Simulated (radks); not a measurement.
The numbers below are computed, except where a source is named.
Successive ionisation energies (eV) of one element, from differences of total energies of ions in their ground configurations, starting at charge 0: 7.141, 14.252, 30.220, 39.953, 78.059, 97.581, 118.09, 139.51, 161.78, 184.87, 208.73, 233.32, 258.64, 284.63, 380.56, 408.96, 437.79, 467.02, 496.58, 526.39, 597.65, 627.36. Code: a radial shooting solver on a logarithmic mesh with Libxc functionals. Model: non-relativistic Kohn-Sham, LDA (Slater exchange, Perdew-Wang correlation), spin-unpolarised, spherical densities, point nucleus; relativity is left out, which matters for an element this heavy. Which element is it?

Answer. Tin (Z = 50). The first species listed is Sn in [Kr] 4d10 5s2 5p2, the last Sn21+ in [Ar] 3d10 4s1.
